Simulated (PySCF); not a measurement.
C6H5F2O2 (charge -1).
Atom-mapped SMILES: `[CH:1]#[C:2][CH2:3][C@H:4]([C:5](=[O:6])[O-:7])[CH:8]([F:9])[F:10]` (hydrogens: H11 on C1; H12, H13 on C3; H14 on C4; H15 on C8)

Computed with PBE0-D3(BJ)/def2-SVP geometry optimisation, gas phase in PySCF.

Task: List the bond lengths, angles and torsions at this level.

Result: 
| bond | length (bohr) | order |
| --- | --- | --- |
| C1≡C2 | 2.295 | triple |
| C2–C3 | 2.749 | single |
| C3–C4 | 2.885 | single |
| C4–C5 | 3.004 | single |
| C5=O6 | 2.345 | double |
| C5–O7 | 2.349 | single |
| C4–C8 | 2.835 | single |
| C8–F9 | 2.588 | single |
| C8–F10 | 2.580 | single |
| C1–H11 | 2.027 | single |
| C3–H12 | 2.084 | single |
| C3–H13 | 2.088 | single |
| C4–H14 | 2.085 | single |
| C8–H15 | 2.079 | single |

Orders are formal, as drawn. A selection of angles:
| angle | degrees |
| --- | --- |
| C1–C2–C3 | 179.0 |
| C2–C3–C4 | 116.3 |
| C3–C4–C5 | 111.7 |
| C3–C4–C8 | 113.8 |
| C5–C4–C8 | 109.9 |
| C4–C5–O6 | 115.3 |
| C4–C5–O7 | 114.2 |
| O6–C5–O7 | 130.5 |
| C4–C8–F9 | 112.5 |
| C4–C8–F10 | 111.1 |
| F9–C8–F10 | 105.7 |

Dihedral angles: C2–C3–C4–C5 -154° (antiperiplanar); C3–C4–C5–O6 20° (synperiplanar); C3–C4–C8–F9 -70° (synclinal).

The C–C distances run from 1.214 Å (C1≡C2, drawn triple) to 1.590 Å (C4–C5, drawn single), a spread of 0.376 Å. Of the pairs four or more bonds apart, O6···H13 is among the closest relative to their van der Waals radii: 2.17 Å, 80 % of the sum of Bondi's values. C5 (carboxylate carbon) is planar (angles 130.5°, 115.3° and 114.2°, sum 360.0°, 0.01 Å off the plane of its three neighbours).

Point group: C1 (no symmetry element, even within 0.4 Å). No frequency check. The geometry's basis has no diffuse functions, a weakness for an anion.

One conformer stands for the species.
